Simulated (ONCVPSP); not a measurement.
## Before and after: ONCV potential for Cu

* Element: Cu
* Generator: ONCVPSP 4.0.1
* Type: optimised norm-conserving Vanderbilt (ONCV)
* Functional: PBE
* Relativity: non-relativistic
* Frozen core: [Ne]
* Valence charge: 19
* Reference configuration: 3s2 3p6 3d10 4s0.5 (charge +0.5)
* Partial waves: 3s+4s: rc 1.35 bohr, ncon 4, nbas 8, qcut 7 1/bohr, 2 projectors; 3p: rc 0.70 bohr, ncon 4, nbas 7, qcut 13.3 1/bohr, 1 projector; 3d: rc 1.20 bohr, ncon 4, nbas 9, qcut 13.3 1/bohr, 2 projectors, debl 0.6 Ha
* Local potential: polynomial inside 0.50 bohr (lpopt 4, dvloc0 6 Ha)
* Core correction: none

Change: s: rc 1.1.

Cutoffs: the cutoffs (Ha) at which the residual kinetic energy of the hardest occupied pseudo-wave falls to 1 and 0.1 mHa per electron; they do not see the model core or the augmentation charge, which bear on the density cutoff. Errors are all-electron minus pseudo energies relative to the spin-unpolarised reference configuration.

Problem. How do hardness, ghosts and transferability respond?

Solution. The potential gets neither clearly harder nor softer (84 Ha and 243 Ha → 84 Ha and 243 Ha); the p channel sets the loose cutoff, while the largest relative change is in s, which becomes harder; the errors of the 4 common tests hardly move; neither file shows a bound ghost.

| quantity | base | changed |
| --- | --- | --- |
| cutoff, loose | 84 Ha | 84 Ha |
| cutoff, tight | 243 Ha | 243 Ha |
| loose cutoff by channel | s 16 Ha, p 84 Ha, d 70 Ha | s 54 Ha, p 84 Ha, d 70 Ha |
| bound ghosts | none | none |
| GHOST(+) flags under 300 eV | none | none |
| error for 3s2 3p6 3d10 4s1, meV [ΔE -3.06 eV] | -1.0 | -1.0 |
| error for 3s2 3p6 3d10 4s0, meV [ΔE 4.85 eV] | +0.9 | +0.9 |
| error for 3s2 3p6 3d9 4s0, meV [ΔE 26.34 eV] | +2.6 | +2.5 |
| error for 3s2 3p6 3d8 4s0, meV [ΔE 65.63 eV] | +41 | +40 |
| p: phases at 0.71 bohr within 0.05 rad from the reference energy up to (Ha; the scan ends near 5) | to the end of the scan | to the end of the scan |
| d: phases at 1.21 bohr within 0.05 rad from the reference energy up to (Ha; the scan ends near 5) | to the end of the scan | to the end of the scan |
